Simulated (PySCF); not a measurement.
Au2, multiplicity 1. Atoms are numbered in the order given.

```xyz
2

Au     0.0000     0.0000    -1.2773
Au     0.0000     0.0000     1.2773
```
Charge 0, spin multiplicity 1.

Geometry: B3LYP-D3(BJ)/def2-TZVPD. The multiplicity is an assumed one; other spin states were not compared. The def2 effective core potentials stand for the cores of Au; spin–orbit coupling is left out.

Level of theory: TDA-CAM-B3LYP/def2-TZVPD run with PySCF 2.14.0.

Vertical excitations; the highest root listed may be one member of a degenerate set. The molecule is in vacuum. State labels are in the subgroup D2h.

```
state  symmetry  energy (eV)  λ (nm)      f                    main pairs
-----  --------  -----------  ------  -----  ----------------------------
S1           Ag         2.91     426  0.000              HOMO−1→LUMO 96 %
S2          B3u         2.97     417  0.011  HOMO−3→LUMO (degenerate set)
S3          B2u         2.97     417  0.011  HOMO−2→LUMO (degenerate set)
S4          B1u         3.07     404  0.237                HOMO→LUMO 86 %
S5           Ag         3.12     398  0.000  HOMO−4→LUMO (degenerate set)
S6          B1g         3.12     398  0.000  HOMO−5→LUMO (degenerate set)
S7          B1u         3.42     362  0.000  HOMO−6→LUMO (degenerate set)
S8           Au         3.42     362  0.000  HOMO−7→LUMO (degenerate set)
S9          B2g         4.41     281  0.000  HOMO−8→LUMO (degenerate set)
S10         B3g         4.41     281  0.000  HOMO−9→LUMO (degenerate set)
T1          B1u         1.90     653      0                HOMO→LUMO 98 %
T2           Ag         2.26     549      0              HOMO−1→LUMO 96 %
T3          B3u         2.38     520      0  HOMO−3→LUMO (degenerate set)
T4          B2u         2.38     520      0  HOMO−2→LUMO (degenerate set)
```
Triplets are in the Tamm–Dancoff approximation.
